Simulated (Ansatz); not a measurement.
Process, species as SMILES: [S]=[Ge] (S-Ge) (closed-shell singlet) → Ge atom + S atom
B3LYP-D3(BJ)/def2-TZVP geometries, fixed; electronic energies without zero-point terms.

Basis-set convergence of the atomisation energy at PBE0 with Ansatz (a program for electronic structure). Cartesian d functions, on some or all atoms, in 6-31G; all else is spherical. The program fits the integrals of some runs and decomposes those of others, by size. Open shells are unrestricted. No added dispersion term, no relativity. Functions are those of the species that has most. Reference: the value in aug-cc-pV(5+d)Z, 130.05 kcal/mol, itself unsure by roughly 0.09 kcal/mol (its mean distance from pcseg-4, aug-pcseg-3, aug-cc-pV(Q+d)Z). Deviations are taken from unrounded values.

```
basis            functions  atomisation energy (kcal/mol)  minus reference (kcal/mol)
---------------  ---------  -----------------------------  --------------------------
pcseg-0                 35                         109.73                      -20.32
6-31G                   42                         111.47                      -18.58
pcseg-1                 45                         127.16                       -2.90
def2-SVPD               65                         129.42                       -0.63
aug-cc-pV(D+d)Z         68                         128.53                       -1.52
pcseg-2                 77                         128.72                       -1.33
aug-pcseg-2            109                         129.65                       -0.40
aug-cc-pV(T+d)Z        114                         129.80                       -0.26
pcseg-3                132                         129.90                       -0.16
def2-QZVP              145                         130.02                       -0.04
aug-cc-pV(Q+d)Z        182                         130.09                        0.04
aug-pcseg-3            182                         129.95                       -0.10
cc-pV(5+d)Z            204                         130.04                       -0.01
```

The smallest set listed that lies within 2 kcal/mol of the reference with all its larger relatives (same family, alike in diffuse functions; a set with none counts only in the reference's own line) is def2-SVPD (65 functions, -0.63 kcal/mol off). Inside, with no larger relative to test it: cc-pV(5+d)Z. (Relatives not listed, tested too: def2-TZVPD 0.65, def2-TZVPPD 0.64, def2-QZVPP 0.00, def2-QZVPPD 0.03, pcseg-4 -0.14, aug-cc-pV(5+d)Z 0.00 kcal/mol.)
